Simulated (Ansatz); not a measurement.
The lowest singlet and triplet of C2H6Si (SMILES C[Si]C); geometries from B3LYP-D3(BJ)/def2-TZVP, each state relaxed from the structure named, with no frequency check.
Singlet (charge 0, multiplicity 1):
```xyz
9

C      1.4135    -0.2476     0.4986
Si     0.0314     0.3329    -0.6769
C     -1.4549    -0.1911     0.3935
H      1.4709    -1.3407     0.3884
H      2.3955     0.1547     0.2478
H      1.1987    -0.0541     1.5541
H     -1.3123    -1.1517     0.8979
H     -2.4000    -0.2027    -0.1502
H     -1.5439     0.5662     1.1865
```

A positive gap puts the triplet lower; no zero-point energy. R- takes a restricted singlet. U- takes an unrestricted singlet (broken symmetry where lower, unprojected). The triplet is unrestricted in single-reference levels. Active spaces average the two states.

Cores are frozen in the correlated methods.

Run with Ansatz (an electronic-structure program) with Gaussian orbitals. Each number belongs to the level named beside it.

One of these levels gives -1.642 eV for the gap E(singlet) − E(triplet), vertical, at the singlet's geometry. Which one is it?
A) U-wB97M-V/def2-TZVPP
B) SA-CASSCF(2,2)/cc-pV(T+d)Z
C) R-r2SCAN/def2-TZVPP
D) U-SVWN5/def2-TZVPP

A, U-wB97M-V/def2-TZVPP. The others give -1.439 (U-SVWN5/def2-TZVPP), -1.072 (R-r2SCAN/def2-TZVPP), -1.252 (SA-CASSCF(2,2)/cc-pV(T+d)Z)

Doubts at one or more of the structures used: a restricted determinant that unrestricted orbitals would lower (R-r2SCAN/def2-TZVPP).
